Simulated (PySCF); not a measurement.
# Radial density of Rh (rhodium, neutral)

UHF, [Kr] 4d9, 2D determinant (an excited configuration). All numbers are calculated (PySCF 2.14, scalar relativity by spin-free X2C-1e, in x2c-QZVPPall (13s8p7d4f2g, 118 functions)).

```
r (bohr)  4πr²ρ (e/bohr)  4πr²(ρα − ρβ)
  0.0321           53.27        -0.0010
  0.0540           50.53         0.0002
  0.0908           70.62         0.0226
   0.153           55.30         0.1237
   0.257           52.79         0.1901
   0.432           39.68         0.0034
   0.726           14.17         0.3551
    1.22           12.92         0.8621
    2.06           3.340         0.3044
    3.46          0.4720        -0.0108
    5.82         0.02483        -0.0081
    9.78       0.0004199        -0.0002
```

Densities and radii are taken from the X2C orbitals without a picture-change correction, which distorts them close to the nucleus.

⟨S²⟩ = 0.85 against 0.75 shows spin contamination.

(1) Where is the radial spin density 4πr²(ρα − ρβ) most negative, and why is it negative at all?

Results:

(1) Around r = 3.46 bohr, down to -0.0108 e/bohr: exchange with the open shell polarises the paired shells in an unrestricted calculation.
